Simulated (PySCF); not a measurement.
SMILES Cl[Si](Cl)(CCC(F)(F)F)Cl (C3H4Cl3F3Si), GFN2-xTB optimised geometry.

```
14

F     -0.22    -2.82     1.08
C      0.16    -2.11     0.00
F     -0.22    -2.83    -1.07
F      1.50    -2.11     0.00
C     -0.42    -0.71     0.00
C      0.05     0.06    -1.23
Si    -0.65     1.84    -1.30
Cl    -0.10     2.83     0.38
Cl    -2.66     1.76    -1.41
Cl     0.10     2.78    -2.92
H     -1.50    -0.81     0.02
H     -0.09    -0.22     0.92
H     -0.26    -0.49    -2.13
H      1.14     0.09    -1.24
```

Density from PySCF 2.14.0 with PBE0/def2-TZVP at that geometry.

Minimum of the electron density along straight lines between bonded atoms, close to the bond critical point (lines longer than 1.1 times the sum of covalent radii, or with two minima, are not listed):

| bond | length / Å | ρ at the minimum / e bohr⁻³ | ∇²ρ there / e bohr⁻⁵ | position (fraction from the first atom) |
|---|---|---|---|---|
| F1–C2 | 1.341 | 0.284 | -0.44 | 0.66 |
| C2–F3 | 1.342 | 0.284 | -0.44 | 0.34 |
| C2–F4 | 1.342 | 0.284 | -0.44 | 0.34 |
| C2–C5 | 1.516 | 0.266 | (withheld) | 0.54 |
| C5–C6 | 1.529 | 0.240 | (withheld) | 0.51 |
| C6–Si7 | 1.914 | (withheld) | 0.10 | 0.61 |
| Si7–Cl8 | 2.018 | 0.107 | 0.27 | 0.36 |
| Si7–Cl9 | 2.018 | 0.107 | 0.27 | 0.36 |
| Si7–Cl10 | 2.014 | 0.108 | 0.27 | 0.36 |
| C5–H11 | 1.091 | 0.281 | -0.98 | 0.65 |
| C5–H12 | 1.091 | 0.281 | -0.98 | 0.65 |
| C6–H13 | 1.092 | 0.276 | -0.93 | 0.64 |
| C6–H14 | 1.092 | 0.276 | -0.93 | 0.64 |

### Question
Fill in the missing entries.

### Answer

- C2–C5, ∇²ρ there / e bohr⁻⁵: -0.72
- C5–C6, ∇²ρ there / e bohr⁻⁵: -0.57
- C6–Si7, ρ at the minimum / e bohr⁻³: 0.121
